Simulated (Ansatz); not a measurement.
Consider the formal hydrolysis of the Si–F bond: `B[SiH](F)F` + H₂O → `B[SiH](O)F` + H–F.

Isolated molecules relaxed with PBE0-D4/def2-TZVP in Ansatz; ΔE leaves out vibrations. CBS: MP2 limit from def2 TZ/QZ plus the TZ coupled-cluster correction, frozen cores. This one scheme is used for every species. Functionals use def2-TZVPP. One conformer a species, not always the lowest.

```csv
level,ΔE (kJ/mol)
PBE-D4,36.2
r2SCANh-D4,40.3
```

**Question.** What does CCSD(T)/CBS give? (An estimate is asked.)

**Answer.** Ansatz gave: +40.1 kJ/mol. The listed levels differ from it by -3.9, 0.2 kJ/mol.

**Question.** What do rigid-rotor, harmonic-oscillator terms from PBE0-D4/def2-TZVP frequencies (298.15 K, 1 bar) make of the CCSD(T)/CBS value? (An estimate is asked.)

**Answer.** The calculation gave: ΔZPE = -0.9 kJ/mol, ΔH = +39.0 kJ/mol, ΔS = -15 J/(mol·K), ΔG = +43.5 kJ/mol. Modes under 50 cm⁻¹ make the entropy rough.

Largest T1 diagnostic among the species: 0.012.

Leaving LDA and LC-ωPBE aside and taking each functional with its dispersion term where it has one, the values, not all of them listed here, spread over 8.5 kJ/mol, from revPBE-D4 to B97M-V. LDA lies −4.7 kJ/mol from PBE without D4. In def2-TZVPP, CCSD(T) changes the Hartree–Fock value by −9.0 kJ/mol (the triples alone add −1.6 kJ/mol) and MP2 by −10.7 kJ/mol.
